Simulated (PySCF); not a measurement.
**Dipole moment and polarisability of trans-Si(PH3)2F4**

Compound: trans-Si(PH3)2F4.
Geometry (PBE0-D3(BJ)/def2-SVP, Å), atoms numbered from 1 in this order:
```
atom  x, y, z in Å
Si1    0.0120   -0.0202    0.0019
P2     0.0096   -0.0245    2.4127
H3     0.3844    1.1685    3.0746
H4     0.8706   -0.9507    3.0453
H5    -1.2068   -0.3100    3.0768
P6    -0.0030    0.0174   -2.4094
H7     1.1884    0.3610   -3.0908
H8    -0.9025    0.9427   -2.9878
H9    -0.3655   -1.1598   -3.1062
F10    1.6743   -0.0205    0.0336
F11   -1.6515   -0.0179   -0.0348
F12    0.0125    1.6440   -0.0197
F13    0.0081   -1.6820    0.0260
```

Level: CAM-B3LYP/def2-SVPD (PySCF), static field, nuclei fixed, core orbitals frozen in the response. The polarisability tensor in these axes (au):

```
x    69.86   0.05  -0.14
y     0.05  69.86  -0.07
z    -0.14  -0.07 101.39
```

**Question.** What are the eigenvalues, a third of the trace, and Δα (Δα² = ½Σ(αi − αj)² over the three pairs)?

**Answer.** Principal values 69.80, 69.91 and 101.39 au; mean 80.37 au = 11.91 Å³ = 13.25 × 10⁻⁴⁰ C²·m²/J; Δα = 31.53 au (39 % of the mean).

**Question.** What is the dipole moment?

**Answer.** 0.07 D at this geometry.

**Question.** What depolarisation ratio follows for Rayleigh scattering of linearly polarised light, taking the static tensor?

**Answer.** ρ = 3Δα²/(45ᾱ² + 4Δα²) = 2982.8/(290654 + 3977.1) = 0.0101.

**Question.** Molar refractivity from α?

**Answer.** Lorentz–Lorenz: R = (4π/3)N_A α = 2.5225 cm³/(mol·Å³) × 11.91 Å³ = 30.0 cm³/mol, in the limit of long wavelengths.

**Question.** Find the Langevin capture rate constant for H3O+ (19.018 u) meeting this molecule (171.965 u), k = 2.342 × 10⁻⁹ cm³/s × √(α in Å³ / reduced mass in u).

**Answer.** The reduced mass is 17.12 u, so k = 1.95 × 10⁻⁹ cm³/s.

**Question.** Give the eigenvalues of the traceless quadrupole moment Θ = ½Σq(3rr − r²1), origin at the centre of nuclear charge.

**Answer.** -16.77, -16.67, 33.44 D·Å. The values depend on the origin, since the dipole doesn't vanish. The electronic extent ⟨r²⟩ about the same centre is 1340 bohr², a root-mean-square distance of 2.09 Å for the 86 electrons.

**Question.** In TDDFT the mean static polarisability is Σ f/ω² over all singlet excitations (ω in hartree). How much of it do the 10 lowest give? Their energies (eV) and oscillator strengths: 7.81, 0.0010; 7.88, 0.0001; 7.94, 0.4467; 8.04, 0.0646; 8.08, 0.0598; 8.33, 0.0000; 9.00, 0.4080; 9.11, 0.0000; 9.15, 0.0001; 9.30, 0.0060.

**Answer.** They add up to 10.47 au, 13.0 % of the 80.37 au; the largest single term is 5.25 au, from the state at 7.94 eV. Terms in order: 0.01, 0.00, 5.25, 0.74, 0.68, 0.00, 3.73, 0.00, 0.00, 0.05 au. Higher excitations give the rest. The strengths listed sum to 0.986.

Isolated species at its PBE0-D3(BJ)/def2-SVP geometry, gas phase.
